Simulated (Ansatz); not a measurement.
F2H2O2Zr (`[OH][Zr]([OH])([F])[F]`), relaxed with RKS PBE0-D4/def2-TZVP in the Gaussian-basis code of Ansatz from a GFN2-xTB geometry. The force threshold is 0.005 eV/Å; the program also tests the step.

Total charge 0; spin multiplicity 1. Zr takes the def2 core potential.

Start:

```xyz
7

O     1.134    1.203    0.538
Zr    0.033    0.088   -0.469
O    -1.177   -0.716    0.703
F    -0.829    0.985   -1.861
F     0.921   -1.399   -1.167
H     1.161    1.516    1.448
H    -1.242   -1.676    0.808
```

(1) How much energy does the relaxation release, and in how many steps? (Estimate.)

(2) Which bonds change most? (Best estimate.)

(3) Give the relaxed structure. (Best estimate.)

Answers

(1) Computed: 0.41 eV, in 9 steps.

(2) The calculation gave: O1–Zr2 from 1.863 to 1.910 Å; Zr2–F4 from 1.866 to 1.913 Å; Zr2–F5 from 1.867 to 1.913 Å; Zr2–O3 from 1.867 to 1.910 Å.

(3) Ansatz gave: 
```xyz
7

O     1.034    1.160    0.659
Zr    0.062   -0.031   -0.475
O    -1.186   -1.084    0.515
F    -0.884    0.989   -1.787
F     1.294   -1.193   -1.362
H     1.442    1.698    1.330
H    -1.762   -1.540    1.121
```
